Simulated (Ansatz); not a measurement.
Species: sum formula H3SiSO2 (charge 0, doublet). It need not be the lowest isomer of its formula. 
Geometry from a B3LYP-D3(BJ)/def2-TZVP (Ansatz, a quantum-chemistry and plane-wave program) optimisation:
SMILES: O[Si](O)S
```xyz
7

O      1.3585     0.4194    -1.0590
Si    -0.1760     0.3852    -0.4403
O     -0.2767     1.7180     0.5178
S     -0.4012    -1.4471     0.7002
H      1.6199    -0.3023    -1.6386
H      0.3481     2.4305     0.3441
H     -1.7392    -1.4660     0.5843
```
Charge 0, spin multiplicity 2.

Dipole moments at this geometry, in debye (magnitudes).

```
level                    program  dipole (D)
-----------------------  -------  ----------
revPBE/def2-TZVPD         Ansatz           ?
r2SCAN/def2-TZVPD         Ansatz        1.53
B3LYP/def2-TZVPD          Ansatz        1.55
BHLYP/def2-TZVPD          Ansatz        1.64
r2SCAN0/def2-TZVPD        Ansatz        1.59
HSE06/def2-TZVPD          Ansatz        1.54
LC-wPBE/def2-TZVPD        Ansatz        1.63
wB97M-V/def2-TZVPD        Ansatz        1.58
CCSD(T)/aug-cc-pV(D+d)Z   Ansatz           ?
```

Task: Fill in the missing entries.

Result: 
- revPBE/def2-TZVPD, dipole (D): 1.47
- CCSD(T)/aug-cc-pV(D+d)Z, dipole (D): 1.54
